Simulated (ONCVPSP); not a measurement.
## cadmium: one change to an ONCV potential, before and after

Cd (Z = 48), optimised norm-conserving Vanderbilt (ONCV), made with ONCVPSP 4.0.1 (Wu-Cohen, scalar-relativistic). Core [Kr], reference 4d10 5s2. Waves: 5s: rc 1.90 bohr, ncon 3, nbas 7, qcut 2.7 1/bohr, 2 projectors, debl 0.4 Ha; p scattering state at 0.07 Ha: rc 2.00 bohr, ncon 3, nbas 7, qcut 4.6 1/bohr, 2 projectors, debl 2 Ha; 4d: rc 1.80 bohr, ncon 4, nbas 9, qcut 8.7 1/bohr, 2 projectors, debl 3.3 Ha. Local part: polynomial inside 1.55 bohr (lpopt 2, dvloc0 2 Ha). Core correction: none.

All-electron outer shells of the reference configuration (Wu-Cohen, scalar-relativistic, ld1.x):

| shell | level (eV) | outermost node (bohr) | outermost maximum (bohr) |
| --- | --- | --- | --- |
| 4p | -66.92 | 0.43 | 0.84 |
| 4d | -11.72 | 0.42 | 0.98 |
| 5s | -5.70 | 1.07 | 2.32 |

Change: p: qcut 3.9.

Cutoffs: the cutoffs (Ha) at which the residual kinetic energy of the hardest occupied pseudo-wave falls to 1 and 0.1 mHa per electron; they do not see the model core or the augmentation charge, which bear on the density cutoff. Errors are all-electron minus pseudo energies relative to the spin-unpolarised reference configuration.

Question: What does the change do?

Answer: The potential gets neither clearly harder nor softer (28 Ha and 32 Ha → 28 Ha and 32 Ha); the bound ghost in p disappears; the errors of the 4 common tests hardly move; the range in which the p phases agree narrows (upper end at the end of the scan → 3.4).

```tsv
quantity	base	changed
cutoff, loose	28 Ha	28 Ha
cutoff, tight	32 Ha	32 Ha
bound ghosts	p	none
GHOST(+) flags under 300 eV	s at 61.6 eV	s at 61.6 eV, p at 107.6 eV
error for 4d10 5s1, meV [ΔE 9.31 eV]	-7.1	-7.1
error for 4d10 5s0, meV [ΔE 26.41 eV]	-17	-17
error for 4d9 5s0, meV [ΔE 64.43 eV]	+26	+26
error for 4d8 5s0, meV [ΔE 118.50 eV]	-38	-38
s: phases at 1.93 bohr within 0.05 rad from the reference energy up to (Ha; the scan ends near 5)	1.9	1.9
p: phases at 2.03 bohr within 0.05 rad from the reference energy up to (Ha; the scan ends near 5)	to the end of the scan	3.4
d: phases at 1.83 bohr within 0.05 rad from the reference energy up to (Ha; the scan ends near 5)	to the end of the scan	to the end of the scan
```

Changed file: The cutoffs count occupied waves only; projector 2 of the p channel, the hardest unoccupied one, needs 69 Ha at the loose tolerance. A true bound ghost makes a file unfit for plane-wave use even where its test errors are small: the radial tests pick states by their node count and pass the ghost by.
